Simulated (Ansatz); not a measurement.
CH4BrFSSi, SMILES `C[Si](F)(S)Br` at its PBE0-D4/def2-TZVP geometry, where that method's forces vanish. Charge 0, multiplicity 1.

```json
{"atom": "C1", "x (Å)": "0.0464", "y (Å)": "-0.9417", "z (Å)": "-0.7379"}
{"atom": "Si2", "x (Å)": "-0.4230", "y (Å)": "0.5425", "z (Å)": "0.2517"}
{"atom": "F3", "x (Å)": "-0.5372", "y (Å)": "1.7781", "z (Å)": "-0.7481"}
{"atom": "S4", "x (Å)": "0.9044", "y (Å)": "1.0071", "z (Å)": "1.8336"}
{"atom": "Br5", "x (Å)": "-2.3931", "y (Å)": "0.2736", "z (Å)": "1.2106"}
{"atom": "H6", "x (Å)": "-0.6906", "y (Å)": "-1.1156", "z (Å)": "-1.5250"}
{"atom": "H7", "x (Å)": "1.0233", "y (Å)": "-0.7907", "z (Å)": "-1.2043"}
{"atom": "H8", "x (Å)": "0.0967", "y (Å)": "-1.8239", "z (Å)": "-0.0982"}
{"atom": "H9", "x (Å)": "1.9732", "y (Å)": "1.0706", "z (Å)": "1.0176"}
```

**Question.** For each bond, give half the difference of the two atoms' forces along it (eV/Å; positive pushes the atoms apart) under PBE-D4, r2SCAN-D4, B3LYP-D4, ωB97M-V in def2-TZVPP. (An estimate is asked.)

**Answer.** Ansatz gave: 
```
   bond  length (Å)  PBE-D4  r2SCAN-D4  B3LYP-D4  ωB97M-V
 C1–Si2       1.845   -0.07      -0.03      0.02    -0.04
  C1–H6       1.092    0.10      -0.01     -0.05    -0.04
  C1–H7       1.093    0.10       0.00     -0.05    -0.04
  C1–H8       1.091    0.09      -0.01     -0.05    -0.03
 Si2–F3       1.594    0.54       0.04      0.14     0.13
 Si2–S4       2.117    0.07       0.04      0.09    -0.01
Si2–Br5       2.208    0.11       0.05      0.15    -0.02
  S4–H9       1.346    0.25       0.01     -0.03    -0.09
```

B3LYP here is the variant with VWN-RPA as its local correlation; programs differ in this.
